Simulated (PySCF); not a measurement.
Li (lithium, neutral) across methods

[He] 3d1, 2D determinant (an excited configuration). Calculation: PySCF 2.14, in aug-cc-pVTZ-DK (5s4p3d2f, 46 functions); the spin-free X2C one-electron Hamiltonian (Gaussian nucleus).

```
   method  E (hartree)  mean ε 1s α (eV)  mean ε 1s β (eV)  mean ε 3d α (eV)  Σ⟨r²⟩ (bohr²)   ⟨S²⟩
     PBE0      -7.3170           -60.130           -60.128            -0.574          51.46  0.750
     BP86      -7.3402           -56.199           -56.200            -0.473          51.78  0.750
   r2SCAN      -7.3324           -57.591           -57.593            -0.238          51.82  0.750
     BLYP      -7.3378           -56.320           -56.321            -0.292          51.70  0.750
      LDA      -7.1943           -55.256           -55.254            -0.195          51.95  0.750
BHandHLYP      -7.3292           -64.468           -64.466            -0.636          51.28  0.750
      UHF     -7.27304           -71.647           -71.647            -0.980          51.08  0.750
  r2SCANh      -7.3305           -59.052           -59.054            -0.311          51.73  0.750
```

**Question.** Estimate the same row for PBE.

**Answer.** E (hartree) = -7.3154; mean ε 1s α (eV) = -56.036; mean ε 1s β (eV) = -56.034; mean ε 3d α (eV) = -0.384; Σ⟨r²⟩ (bohr²) = 51.68; ⟨S²⟩ = 0.750.

The outer electron is Rydberg-like, and this basis confines it to a smaller radius and binds it less than a complete one would.
